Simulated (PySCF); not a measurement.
**B4H7N3O3**

B4H7N3O3 is a molecule, neutral, singlet. The structure, one conformer, was relaxed in the gas phase by PBE0-D3(BJ)/def2-SVP. No frequency run checks that it is a minimum.

SMILES: OB(O)OB1NBNBN1

| atom | x (Å) | y (Å) | z (Å) |
| --- | --- | --- | --- |
| N1 | -1.093 | -1.221 | 0.190 |
| B2 | -1.330 | -1.936 | -1.018 |
| N3 | -0.627 | -1.509 | -2.185 |
| B4 | 0.284 | -0.407 | -2.172 |
| N5 | 0.483 | 0.273 | -0.939 |
| B6 | -0.193 | -0.111 | 0.260 |
| O7 | -0.026 | 0.529 | 1.477 |
| B8 | 0.753 | 1.595 | 1.815 |
| O9 | 1.547 | 2.210 | 0.889 |
| O10 | 0.746 | 2.067 | 3.095 |
| H11 | -1.576 | -1.497 | 1.035 |
| H12 | -2.098 | -2.870 | -1.054 |
| H13 | -0.781 | -2.002 | -3.053 |
| H14 | 0.865 | -0.065 | -3.177 |
| H15 | 1.120 | 1.059 | -0.885 |
| H16 | 2.034 | 2.945 | 1.276 |
| H17 | 0.150 | 1.559 | 3.653 |

Shieldings: GIAO PBE0/pcSseg-1. Shifts are against computed references at the same level: H TMS (σ 31.27 ppm). Core levels by delta-SCF with SCAN, pcX-2 on the ionised atom and pcseg-1 elsewhere, spin-free X2C; from the vacuum level, for chosen atoms.

(1) Give the shieldings and core levels atom by atom.

(2) By CAM-B3LYP/def2-SVPD (TDDFT singlets, Tamm-Dancoff triplets, ionisation by delta-SCF), where does absorption start, and what does vertical ionisation take?

## Answers

(1) 
```
atoms  bonded to  σ (ppm)  δ (ppm)  core level (eV)
   N1  2 B + 1 H    138.7        -        1s 404.45
   B2  2 N + 1 H     72.2        -        1s 195.62
   N3  2 B + 1 H    124.7        -                -
   B4  2 N + 1 H     72.2        -                -
   N5  2 B + 1 H    138.5        -        1s 404.29
   B6  2 N + 1 O     78.9        -        1s 196.76
   O7        2 B    210.6        -        1s 538.43
   B8        3 O     82.2        -                -
   O9  1 B + 1 H    250.5        -                -
  O10  1 B + 1 H    244.6        -                -
  H11        1 N    26.61     4.66                -
  H12        1 B    26.54     4.72                -
  H13        1 N    25.96     5.31                -
  H14        1 B    26.52     4.74                -
  H15        1 N    24.89     6.38                -
  H16        1 O    27.95     3.32                -
  H17        1 O    28.17     3.10                -
```

Values are those of this one static structure; atoms that internal rotation interchanges would show their mean in an NMR spectrum.

The core-hole state of B2 is spin-contaminated (⟨S²⟩ 0.81 against 0.75 for a pure doublet), so that value and differences from it are less sure.

(2) The lowest singlet lies at 6.99 eV (f 0.021), the strongest of the first 6 at 7.94 eV (f 0.104), the lowest triplet at 6.49 eV; vertical ionisation takes 9.88 eV.

The 3 runs behind this took 7.3 min in all, one thread each of Arm Neoverse V1 on a shared host, launched as `OMP_NUM_THREADS=1 python cluster_run.py task.json out`.
